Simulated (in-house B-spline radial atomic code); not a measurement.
Configurations of Tc+, with energies counted from [Kr] 4d5 5s1. Computed with a radial B-spline atomic code at the basis-set limit: scalar-relativistic (X2C) CAM-B3LYP, spin-polarised, spherical fractional occupations, Fermi nucleus of rms radius 4.41117 fm. Caution: exact exchange at fractional occupations of open shells leaves self-interaction of up to several eV. Shells without spins written out take the highest spin.

Occupations are held fixed; configurations that lie above the ionisation limit could autoionise.

```tsv
configuration	E - E(ref) (eV)	highest orbital	its <r> (bohr)
[Kr] 4d(1 up, 4 down) 5s(1 up, 0 down)	8.4488	4d up	1.77
[Kr] 4d4 5s1 6d1	20.541	6d up	11.92
[Kr] 4d(2 up, 2 down) 5s(0 up, 1 down) 5d(1 up, 0 down)	27.188	5d up	6.36
[Ar] 3d10 4s2 4p5 4d5 5s1 6s1	52.934	6s up	6.473
[Ar] 3d10 4s2 4p5 4d5 5s1 6f1	58.108	6f up	23.37
[Ar] 3d9 4s2 4p6 4d5 5s1 5d1	274.57	5d up	6.113
[Ar] 3d9 4s2 4p6 4d5 5s1 6f1	278.09	6f up	23.52
```

Task: Order these further configurations by energy, lowest first.
A. [Ar] 3d9 4s2 4p6 4d5 5s1 6s1
B. [Ar] 3d9 4s2 4p6 4d6 5s1
C. [Kr] 4d(0 up, 5 down) 5s(1 up, 0 down)
D. [Ar] 3d10 4s2 4p5 4d5 4f1 5s1
E. [Kr] 4d(4 up, 0 down) 5s2

Result: C (1.0118 eV), E (7.9718 eV), D (56.658 eV), B (262.93 eV), A (272.88 eV).

Task: How far above the reference does [Kr] 4d4 5s1 6s1 lie?

Result: 16.836 eV; its least bound orbital is 6s up with <r> = 6.515 bohr.

Task: How far above the reference does [Ar] 3d(4 up, 5 down) 4s2 4p6 4d(0 up, 5 down) 5s(1 up, 0 down) 6s(1 up, 0 down) lie?

Result: 274.15 eV; its least bound orbital is 6s up with <r> = 6.556 bohr.

Task: How far above the reference does [Kr] 4d(3 up, 2 down) 6f(1 up, 0 down) lie?

Result: 25.629 eV; its least bound orbital is 6f up with <r> = 24.06 bohr.
